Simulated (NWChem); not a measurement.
A series in which one site is exchanged, each optimised at PBE0/def2-SVP with NWChem, gas phase unless a solvent is named. Some are not confirmed as minima by frequencies. def2 effective core potentials on Sn; no spin-orbit coupling.

A: CC(F)F (C$_{2}$H$_{4}$F$_{2}$; site = C)
B: [CH3][GeH]([F])[F] (CH$_{4}$F$_{2}$Ge; site = Ge)
C: C[SiH](F)F (CH$_{4}$F$_{2}$Si; site = Si)
D: [CH3][SnH]([F])[F] (CH4F2Sn; site = Sn)

Q: Rank them by vertical ionisation energy, ΔSCF, PBE/def2-SVP (eV), lowest first.

A: D (10.72), B (11.14), C (11.28), A (11.54)
